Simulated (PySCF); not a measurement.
## Spinor energies of Cu (copper, neutral)

Start: [Ar] 3d10 4s1; 4s1/2 filled at m_j = +1/2. Calculated with PySCF 2.14 in x2c-TZVPPall-2c: generalised Hartree-Fock with the X2C-1e Hamiltonian and a Gaussian nucleus; one run each with spin-orbit coupling (SO) switched off, then screened by Boettger's factors.

```
spinor shell  electrons  ε, spin-free (eV)  ε, screened SO (eV)  weight of nominal j (screened SO)  rms radius, screened SO (bohr)
       1s1/2          2            -9047.5              -9047.4                              1.000                          0.0601
       2s1/2          2            -1133.6              -1133.6                              1.000                           0.254
       2p1/2          2            -974.16              -988.26                              1.000                           0.226
       2p3/2          4            -974.16              -967.31                              1.000                           0.229
       3s1/2          2            -140.33              -140.32                              1.000                           0.766
       3p1/2          2            -91.529              -93.438                              0.999                           0.812
       3p3/2          4            -91.529              -90.607                              1.000                           0.823
       3d3/2          4            -13.069              -13.300                              0.978                            1.15
       3d5/2          6            -13.069              -12.917                              0.985                            1.17
       4s1/2          1             -6.708               -6.709                              1.000                            3.52
```

```tsv
quantity	spin-free	screened SO
E (hartree)	-1653.11076	-1653.15162
M_J	1/2	1/2
⟨J²⟩	0.752	0.752
⟨L²⟩	0.000	0.002
⟨S²⟩	0.752	0.754
```

Without spin-orbit coupling the j labels of p, d and f shells carry no meaning; the spin-free column gives the mean over the occupied spinors of each nl shell.
